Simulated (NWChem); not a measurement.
# BHOBrF; SMILES B(O)(Br)F

```xyz
5

B      0.0332    -0.9230     0.0000
F     -1.1078    -1.6045     0.0000
Br    -0.0296     1.0073     0.0000
O      1.2307    -1.5381     0.0000
H      1.1410    -2.5051     0.0000
```
Atoms are numbered in this order, from 1.

All runs: NWChem. Pople sets run with spherical d functions. STO-3G and 3-21G are far too small for this property and stand as cheap habits. All runs use the structure optimised with B3LYP/6-31G* (spherical d). GIAO values for the isolated, static molecule; σ is the absolute isotropic shielding, δ = σ(reference) − σ with the isolated reference molecule computed at the same levels (11B: boron trifluoride, 19F: trichlorofluoromethane, 1H: tetramethylsilane, 17O: water). Spin-orbit effects, on the heavy nuclei and on their neighbours, are missing.

For level Hartree-Fock/6-31G*:

```
Item          Value
-----------  ------
δ B1 (ppm)     18.3
δ F2 (ppm)    -37.7
σ Br3 (ppm)  2733.0
δ O4 (ppm)     85.9
δ H5 (ppm)     4.40
```

How do the values read with level Hartree-Fock/STO-3G instead?


| Property | Result |
|---|---|
| δ B1 (ppm) | 20.5 |
| δ F2 (ppm) | 6.7 |
| σ Br3 (ppm) | 3026.2 |
| δ O4 (ppm) | 46.9 |
| δ H5 (ppm) | 3.67 |
